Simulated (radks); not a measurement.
Effect of the nuclear size on neutral aluminium, [Ne] 3s2 3p1. All-electron calculation, Dirac Kohn-Sham, BLYP, spin-unpolarised, spherical densities, finite nucleus; open shells fill j = l - 1/2 first; Fermi nuclear charge, rms radius 3.061 fm. Program: a radial shooting solver on a logarithmic mesh with Libxc functionals. The rms radius is varied about that value; shifts are against it.

| rms radius (fm) | total energy shift (eV) | density at nucleus (e/bohr^3) | 1s1/2 shift (meV) |
|---|---|---|---|
| 2.5345 | -0.00117 | 1507 | -0.487 |
| 2.9447 | -0.000277 | 1505 | -0.115 |
| 3.061 | 0 | 1504 | 0.000 |
| 3.3212 | 0.000659 | 1502 | 0.274 |
| 3.3732 | 0.000797 | 1502 | 0.331 |

Slopes of the eigenvalues against <r^2> in GHz/fm^2, as finite differences over the two radii next to the reference (eigenvalue slopes, not the field-shift constants of lines): 1s1/2 39.8.
